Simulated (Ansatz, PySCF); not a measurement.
Gas-phase reaction (SMILES): C=CC[SiH3] [prop-2-enylsilane] -> C=C[CH][SiH3] + H atom; the C-H bond at the site shown breaks (other sites are not compared here).

Geometries: B3LYP-D3(BJ)/def2-TZVP minima from Ansatz (a program for electronic structure), one conformer each, not searched for the lowest. Correlated levels leave the core frozen unless marked. Open shells are spin-unrestricted. No spin-orbit coupling. No relativistic terms. Basis-set limits of correlation are two-point, X^-3; Hartree-Fock from the larger set. Markedly spin-contaminated UHF reference, which strains HF, MP2 and, less, CCSD(T): C=C[CH][SiH3]. Thermal terms are rigid-rotor harmonic-oscillator values from B3LYP-D3(BJ) frequencies (PySCF) at 298.15 K and 1 atm. 1 Eh = 627.5095 kcal/mol. Atoms have translation alone. Electronic entropy comes from spin alone.

| species | E, CCSD(T)/CBS(aug-cc-pV(T+d)Z,aug-cc-pV(Q+d)Z) (Ansatz) (Eh) | E, PBE0-D4/def2-TZVPD (Ansatz + dftd4) (Eh) | H - E (Eh) | G - E (Eh) |
|---|---|---|---|---|
| C=CC[SiH3] | -408.01002 | -408.37956 | 0.10191 | 0.06566 |
| C=C[CH][SiH3] | -407.36263 | -407.73881 | 0.08879 | 0.05230 |
| H atom | -0.49995 | -0.50104 | 0.00236 | -0.01065 |

Q: Work out ΔE and ΔH, ΔG, ΔS and the equilibrium constant at 298.15 K at the first level, then ΔH at the second.

A: 
1. ΔE = [(-407.36263) + (-0.49995)] - [(-408.01002)] = 0.14744 Eh = 92.5 kcal/mol at CCSD(T)/CBS(aug-cc-pV(T+d)Z,aug-cc-pV(Q+d)Z).
2. The terms H - E add up to -0.01076 Eh, so ΔH = (0.14744 + (-0.01076))×627.5095 = 85.8 kcal/mol.
3. The terms G - E add up to -0.02401 Eh, so ΔG = 77.5 kcal/mol, and ΔS = (-0.01076 - (-0.02401))×627509.5/298.15 = 27.9 cal/(mol K).
4. log10 K = -ΔG/(RT ln 10) = -56.8, with RT ln 10 = 1.3642 kcal/mol.
5. With ΔH and ΔS taken as constant, ΔG changes sign near ΔH/ΔS = 3080 K, a rough figure that leaves out heat capacities.
6. At PBE0-D4/def2-TZVPD the same steps give ΔE = 87.7 and ΔH = 80.9 kcal/mol, a shift of -4.9 from the first level.
7. These values are not checked against measurement here, since the tables used lack a sound gas-phase enthalpy of formation for at least one species.
